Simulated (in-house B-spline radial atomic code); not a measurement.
# Removing one electron from Ca⁸⁺

Closed shell [Ne] 3s2. Computed with an all-electron radial atomic-structure program (B-spline basis): Koopmans values of Dirac-Hartree-Fock plus a diagonal self-energy, in second order or with its direct term screened (direct RPA, with the hole-particle interaction, or full time-dependent Hartree-Fock), linearised in energy; no-pair Dirac-Coulomb Hamiltonian, finite nucleus. Shifts add to the Koopmans value (the ΔSCF shift is orbital relaxation alone); the final value takes TDHF screening with Breit and QED.

Command:
```bash
python run_mb.py task.json out
```
Settings (nuclear radius in fm, box in bohr, cutoff in hartree):
```
basis_form          2
Z                   20
core_configuration  [Ne] 3s2
rms_radius          3.4776
mass_number         40
speed_of_light      137.036
box_radius          8.273
lmax                7
intervals           62
virtual_cutoff      1600.0
```

Time taken, with all properties: 3 s on 1 thread of Arm Neoverse V2, on a shared host.

Energies in eV:

```csv
subshell,Koopmans,ΔSCF shift,second order,direct RPA,hole-particle,TDHF,Breit + QED,final
3s1/2,186.46,-0.180,?,?,?,?,?,?
```

Task: What does the self-energy do to 3s1/2?

Result: It shifts the removal energy by 1.780 eV in second order, 1.002 with direct RPA, 1.235 with the hole-particle term and 1.608 with TDHF screening (quasi-particle weight 0.980); Breit and QED add -0.057 eV. The final value is 188.01 eV, against 188.54 ± 0.06 eV (NIST, semi-empirical). The mixing of s² with p² in the ground state is caught to low order only, which falls short in light ions.
